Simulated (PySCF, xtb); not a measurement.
C₃H₆F₂Si, SMILES C1[C@@H]([C@@H]1[SiH2]F)F.

xtb 6.7.1 with GFN2-xTB at its own geometry gives an orbital gap of 6.14 eV and a dipole moment of 1.63 D.

Geometry optimised at PBE0-D3(BJ)/def2-SVP. The structure was generated by enumeration; whether it is a known compound was not checked. Other conformers were not sampled.

Q: What does PySCF with PBE/def2-TZVP give? (Estimate from the structure and the level; the computed values follow.)

A: gap 6.44 eV (levels -7.05 and -0.61 eV), dipole 2.00 D.
